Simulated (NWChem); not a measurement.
Species: BH3; SMILES B

```xyz
4

B      0.0000     0.0000     0.0000
H     -1.1730     0.3143     0.0000
H      0.3143    -1.1730     0.0000
H      0.8587     0.8587     0.0000
```
Atoms are numbered in this order, from 1.

All runs: NWChem. All runs use the structure optimised with PBE-D3(BJ)/def2-SVP. Core excitations by TDA in a window of 1s orbitals, non-relativistic and unshifted: absolute energies depend strongly on the exact-exchange share.

For level B K edge, BHandHLYP/cc-pVTZ:

```
Item                                      Result
----------------------------------------  ------
first 1s excitation (eV)                   185.2
dipole oscillator strength of the first   0.0829
first state with f > 0.002 (eV)            185.2
dipole oscillator strength of that state  0.0829
```

Question: What are these values for level B K edge, PBE0/cc-pVTZ?

Answer: 
| Quantity | Result |
|---|---|
| first 1s excitation (eV) | 179.9 |
| dipole oscillator strength of the first | 0.0652 |
| first state with f > 0.002 (eV) | 179.9 |
| dipole oscillator strength of that state | 0.0652 |
